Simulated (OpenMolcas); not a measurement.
# 5s2 5p4 along the 52-electron sequence

| Item | Value |
| --- | --- |
| Program | OpenMolcas 26.06 |
| Method | SS-CASPT2, IPEA 0.25 Eh, imaginary shift 0.1 Eh |
| Basis | ANO-R3 |
| Scalar Hamiltonian | X2C, finite nucleus |
| Spin-orbit coupling | RASSI with atomic mean-field integrals over the reference wave functions, term energies averaged over their components |

Active space for each ion: 4 electrons in 3 orbitals (5p); closed shells correlated by CASPT2: 4d 5s.

Computed levels in cm-1 above 3P2:

```
                               Level     Te     I+   Xe2+
                                 3P1   4300   6430   8870
                                 3P0   4540   6230   7880
                                 1D2  10260  13280  16460
                                 1S0  22750  28720  34880
weight of 3P in the lowest level (%)     93     91     89
```

Measured, with the error of the calculation in %. Measured levels: Te, I+ from NIST Handbook of Basic Atomic Spectroscopic Data; Xe2+ from Saloman, J. Phys. Chem. Ref. Data 33, 765 (2004).

```tsv
Level	Te	I+	Xe2+
3P1	4751 (-9.4)	7087 (-9.3)	9794 (-9.4)
3P0	4706 (-3.5)	6448 (-3.4)	8130 (-3.1)
1D2	10558 (-2.8)	13727 (-3.3)	17099 (-3.8)
1S0	23198 (-1.9)	29501 (-2.7)	36103 (-3.4)
```

The fine-structure level 3P0 changes by a factor of 1.74 from Te to Xe2+. Its fourth root runs 8.21, 8.88, 9.42, with steps per unit of Z of 0.68, 0.54; equal steps would mean a (Z - σ)^4 law with constant σ.

1D2 changes by a factor of 1.6 over the same range, with steps per unit of Z of +3020, +3180 cm-1.

Term energies are means over components that CASPT2 splits; among the terms shown or strongly mixed into the levels shown the widest spread is 190 cm-1 (5s2 5p4 1D, Te). With the s shell closed, the reference lacks s² → p² mixing. Computed and measured levels are paired by configuration, term and J; levels that our copy of the source lacks, or whose pairing is in doubt (as where it misses far off the trend of its configuration), stay unpaired and out of the deviations. Only configurations of the active space appear.
